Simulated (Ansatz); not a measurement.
A geometry relaxed with B3LYP-D3(BJ)/def2-TZVP run with Ansatz (a program for electronic structure), charge 0, multiplicity 1:

```xyz
17

H      2.9000    -0.4950     0.5899
C      0.7423    -0.6389     0.3907
H     -1.5587    -1.9395    -0.3841
C     -0.6986     1.4091    -0.0548
H     -1.9826    -0.8521     0.9405
H     -1.5614     1.7914    -0.6041
H      2.2970    -0.0449    -1.0052
C     -1.7097    -0.8911    -0.1180
H     -0.9014     1.5364     1.0127
H      2.1118     1.0604     0.3563
H     -0.2178    -0.1375    -1.4519
C     -0.4514    -0.0641    -0.3822
H     -2.5590    -0.5165    -0.6933
H      0.5409    -0.5499     1.4645
H      0.8051    -1.7115     0.1823
H      0.1577     2.0347    -0.3091
C      2.0857     0.0090     0.0660
```

Problem. Write the SMILES of this molecule.

Solution. `CCC(C)C`
